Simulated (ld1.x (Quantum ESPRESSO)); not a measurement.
**What one change does to a pseudopotential (Re (Z = 75), TM)**

Re, norm-conserving Troullier–Martins (Kleinman–Bylander form), made with ld1.x (Quantum ESPRESSO) 7.5 (LDA (PZ), scalar-relativistic). Core [Kr] 4d10 4f14 5s2, reference 5p6 5d5 6s1 6p0 (charge +1). Waves: 6s (bound): rc 2.55 bohr; 5p (bound): rc 1.95 bohr; 5d (bound): rc 1.70 bohr. Local part: all-electron potential smoothed inside 1.70 bohr (lloc = -1). Core correction: Bessel-smoothed model core inside 1.45 bohr.

Change: local potential all-electron potential smoothed inside 3.04 bohr (lloc = -1).

Cutoffs: the cutoffs (Ry, on a coarse ladder) from which the occupation-weighted sum of valence levels, in a spherical-Bessel basis at the reference potential, stays within 10 and 1 mRy of its value at 400 Ry; they do not see the model core or the augmentation charge, which bear on the density cutoff. Errors are all-electron minus pseudo energies relative to the spin-unpolarised reference configuration.

Q: What does the change do?

A: The potential gets neither clearly harder nor softer (35 Ry and 50 Ry → 35 Ry and 50 Ry); the bound ghost in s disappears; of the 9 tests that both files solve, the error grows in 5 and shrinks in 0 by more than 15 % and 0.3 meV (median size 13.1 → 41.0 meV). In the separable form a ghost depends on how the local part lies against the semilocal potential of the channel, so the choice of the local part can create or remove one. The local part now departs from the all-electron potential out to 3.04 bohr, far beyond the d radius of 1.70 bohr, and whatever the projectors do not describe feels it: the likely cause.

```tsv
quantity	base	changed
cutoff, loose	35 Ry	35 Ry
cutoff, tight	50 Ry	50 Ry
bound ghosts	s	none
error for 5p6 5d5 6s2 6p0, meV [ΔE -9.52 eV]	-1.2	-1.7
error for 5p6 5d5 6s0 6p0, meV [ΔE 16.68 eV]	-13	-15
error for 5p6 5d4 6s0 6p0, meV [ΔE 44.12 eV]	-0.8	-41
error for 5p6 5d6 6s0 6p0, meV [ΔE 0.21 eV]	-32	-45
error for 5p5 5d5 6s2 6p0, meV [ΔE 43.63 eV]	-319	-366
error for 5p6 5d6 6s1 6p0, meV [ΔE -8.55 eV]	-3.2	-16
error for 5p6 5d5 6s1.5 6p0, meV [ΔE -5.61 eV]	+0.5	+0.4
error for 5p6 5d5 6s1 6p0 (spin-polarised), meV [ΔE -4.47 eV]	+121	+117
error for 5p6 5d5 6s2 6p0 (spin-polarised), meV [ΔE -12.63 eV]	+68	+65
```

 A true bound ghost makes a file unfit for plane-wave use even where its test errors are small: the radial tests pick states by their node count and pass the ghost by.
